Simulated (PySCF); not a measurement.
Si(H)(F)(OH)(OMe) (CH₅FO₂Si), SMILES CO[SiH](O)F. Geometry optimised at PBE-D3(BJ)/def2-SVP. The structure was generated by enumeration, and PubChem lists no compound with its InChIKey, so it may never have been made. One conformer was computed; it need not be the lowest.

Computed equilibrium geometry at PBE-D3(BJ)/def2-SVP (PySCF confirms it by a frequency run) as Cartesian coordinates in Å (one conformer of several):
```xyz
10

Si     0.5752     0.1347     0.1912
O      1.7221    -0.0293    -0.9879
F      0.3051    -1.2745     0.9810
O     -0.8558     0.5643    -0.5342
C     -2.1288     0.5194     0.0899
H      1.0937     1.1081     1.1874
H      1.4140    -0.4564    -1.8068
H     -2.2591     1.3529     0.8169
H     -2.9090     0.6240    -0.6911
H     -2.2958    -0.4405     0.6263
```
Charge 0, spin multiplicity 1.
